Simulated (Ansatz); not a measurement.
## Worked example: vertical energy of the triplet above the singlet of SbH2Cl (SMILES [Cl][SbH2])

SbH2Cl: 4 atoms, total charge 0, spin state singlet. SMILES: `[Cl][SbH2]`. Geometry: relaxed at PBE0-D4/def2-TZVP.

```xyz
4

Cl   -1.7845    0.2887   -0.6315
Sb    0.5021   -0.2753   -0.5776
H     0.3797   -1.1837    0.8689
H     0.9583    1.1100    0.3199
```

Both states at this one shape; open shells run unrestricted unless said. 1 Eh = 27.2114 eV.

```
           level  program  singlet SbH2Cl (Eh)  triplet SbH2Cl (Eh)
       HF/STO-3G   Ansatz         -6707.139929         -6706.963440
   revPBE/STO-3G   Ansatz         -6709.412256         -6709.249808
CAM-B3LYP/STO-3G   Ansatz         -6710.029987         -6709.856527
```

**Question.** Work out the vertical gap, second state less first, at each level.

**Answer.** 
1. HF/STO-3G: -6706.963440 − (-6707.139929) = 0.176489 Eh = 4.80 eV.
2. revPBE/STO-3G: -6709.249808 − (-6709.412256) = 0.162448 Eh = 4.42 eV.
3. CAM-B3LYP/STO-3G: -6709.856527 − (-6710.029987) = 0.173460 Eh = 4.72 eV.

No measured value is set beside it here; the levels span 4.42 to 4.80 eV. Spin-orbit coupling, which splits open shells on such heavy atoms by tenths of an eV, is left out. Minimal sets are far from the basis-set limit. All-electron rows are non-relativistic unless named.
